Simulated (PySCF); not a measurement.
Al(OH)2 (AlH2O2), SMILES [OH][Al+][OH], charge +1. Geometry optimised at B3LYP-D3(BJ)/def2-TZVP. The spin state was assumed, not searched. The isomer is the one that the SMILES or the coordinates give; other isomers of the formula were not compared. Other conformers were not sampled.

Computed equilibrium geometry at B3LYP-D3(BJ)/def2-TZVP (PySCF confirms it by a frequency run) as a Z-matrix, and its point group (one conformer of several):
point group C2h.
```
Al
O 1 1.6024
H 2 0.9583 1 154.02
O 1 1.6024 3 170.33 2 180.00
H 4 0.9583 1 154.02 3 180.00
```
Charge +1, spin multiplicity 1.
